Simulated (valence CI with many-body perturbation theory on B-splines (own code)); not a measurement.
**Run record, Hg LXVIII**

Computed by configuration interaction combined with many-body perturbation theory (CI+MBPT): three valence electrons over a frozen Dirac-Fock core [Ne], a basis of 6 s, 6 p, 5 d, 3 f, 1 g functions for each j, with the one-electron correlation potential Σ1 (screened to all orders), the two-electron term Σ2, the three-electron term Σ3, Breit, model QED; selected single and double excitations, second order for the rest, scaled by the run's own slope (own B-spline code, finite nucleus).

Command, and the settings that its task file holds:

```sh
python run_cv.py task.json out
```

```
atom Hg  Z=80  mass_number=202  rms_radius_fm=5.4648
core [Ne]
valence 3s2 3p1
avg = 1
basis = S
breit = 1
cap = 10000
capref = 1200
cscale = 1
de = 0.0
dress = 0
eps = 2e-08
extrap = 1
h = 0.27
hh = 1
l2 = 3
lcore = 6
maxit = 60
n2 = 5
natural = 1
nlev = 21
nno = [3, 3, 3, 2, 1]
nroot = 26
nsp = [3, 3, 2, 1, 0]
pt2 = 1
qed = 1
rpa = 1
s1 = 3
s2 = 1
s3 = 1
screen = 1
tol = 2e-05
whole = 1
```

It took 4.9 s on 1 thread of AMD EPYC 9R45 96-Core Processor (Zen 5), with other jobs on the host.

Log. The first blocks belong to the next ion, which gives the ionisation energy. Fields: 2J, parity (1 odd), roots, reference size, generating configurations, candidates as configurations/state functions, variational space P, stored matrix elements, Davidson steps; e2 is the range of second-order energies in hartree. The first line gives the box (bohr), its intervals, the orbitals and the steps of their self-consistent field. Window is the range of levels sought, series limit the energy at which the first omitted orbital would enter, core excitation an estimate of the first excitation out of the core, left out the lowest levels not solved, and shifts from estimates the range by which levels moved from their first estimate, all in cm⁻¹.

```
rmax 1.2 intervals 53 orbitals 36 references ['3s2 3p', '3s2 3d', '3s 3p2', '3s 3p 3d', '3p3'] scf 2 t 0.3
2J=0 par=0 roots 2 ref 15 generators 2 cand 92/92 P 107/107 nnz 0 it 0
   second order: generators 5 cand 0/0 e2 -0.00000 -0.00000
reference levels 433, estimated 62, window 10293933 1/cm; series limit 44447411, core excitation 79142329
2J=1 par=1 roots 3 ref 37 generators 7 cand 279/415 P 923/1371 nnz 0 it 3
2J=1 par=1 roots 3 ref 37 generators 8 cand 227/340 P 989/1460 nnz 0 it 4
   second order: generators 11 cand 381/587 e2 -0.00000 -0.00000
2J=1 par=0 roots 4 ref 41 generators 7 cand 184/272 P 1000/1469 nnz 0 it 3
2J=1 par=0 roots 4 ref 41 generators 9 cand 164/246 P 1049/1531 nnz 0 it 4
   second order: generators 9 cand 115/184 e2 -0.00000 -0.00000
2J=3 par=1 roots 6 ref 60 generators 8 cand 244/538 P 1174/2421 nnz 0 it 4
2J=3 par=1 roots 6 ref 60 generators 13 cand 201/419 P 1245/2586 nnz 1.1e+06 it 5
   second order: generators 15 cand 356/759 e2 -0.00000 -0.00000
2J=3 par=0 roots 6 ref 65 generators 9 cand 173/371 P 1223/2491 nnz 0 it 3
2J=3 par=0 roots 6 ref 65 generators 12 cand 153/333 P 1264/2575 nnz 1.1e+06 it 4
   second order: generators 14 cand 112/249 e2 -0.00000 -0.00000
2J=5 par=0 roots 5 ref 63 generators 8 cand 228/541 P 1215/2689 nnz 1.2e+06 it 3
2J=5 par=0 roots 5 ref 63 generators 11 cand 176/414 P 1261/2785 nnz 1.3e+06 it 4
   second order: generators 14 cand 370/999 e2 -0.00000 -0.00000
2J=5 par=1 roots 4 ref 55 generators 5 cand 266/670 P 1152/2575 nnz 1.1e+06 it 4
2J=5 par=1 roots 4 ref 55 generators 9 cand 218/517 P 1210/2738 nnz 1.3e+06 it 4
   second order: generators 11 cand 160/354 e2 -0.00000 -0.00000
2J=7 par=1 roots 2 ref 36 generators 3 cand 394/948 P 922/1997 nnz 0 it 3
2J=7 par=1 roots 2 ref 36 generators 5 cand 278/659 P 1003/2197 nnz 0 it 3
   second order: generators 6 cand 197/459 e2 -0.00000 -0.00000
left out: unestimated 14943789, estimated 11831152, shifts from estimates -0 to 0
operators 0.3
```

The Davidson iterations converged. The settings are bad on purpose, so the numbers may not be properties of the ion.

No measured spectrum was set against this ion. As an estimate, large intervals hold to a few tenths of a per cent, small ones and those within an open d or f shell to about a per cent.

| Item | Value |
| --- | --- |
| Valence energy | -928.2009 hartree |
| Ionisation energy | 8164.8 eV (NIST: 8160 ± 40 eV (theoretical)) |
| Reference configurations for the orbitals | 3s2 3p, 3s2 3d, 3s 3p2, 3s 3p 3d, 3p3 |
| Radial orbitals | 36 |
| Box radius | 1.24 bohr |
| Largest variational space | 2785 |
| Lowest levels | (3s^2 3p1/2) J=1/2 0.00, (3s 3p1/2^2) J=1/2 190.03, (3s^2 3p3/2) J=3/2 529.28, (3s 3p1/2 3p3/2) J=3/2 [a] 685.04, (3s 3p1/2 3p3/2) J=5/2 705.46, (3s 3p1/2 3p3/2) J=3/2 [b] 727.56, (3s 3p1/2 3p3/2) J=1/2 739.42, (3s^2 3d3/2) J=3/2 788.21, (3s^2 3d5/2) J=5/2 895.59, (3s 3p1/2 3d3/2) J=3/2 [a] 911.37, (3s 3p1/2 3d3/2) J=3/2 [b] 925.71, (3s 3p1/2 3d3/2) J=5/2 937.34, (3s 3p1/2 3d3/2) J=1/2 967.09, (3s 3p1/2 3d3/2) J=3/2 [c] 976.12 eV |

Levels are named by their leading jj configuration (3d3/2^4 stands for four electrons in 3d with j = 3/2), which in mixed levels can hold well under half, so a name can repeat and another be missing. Letters in brackets count levels of one name in rising energy.
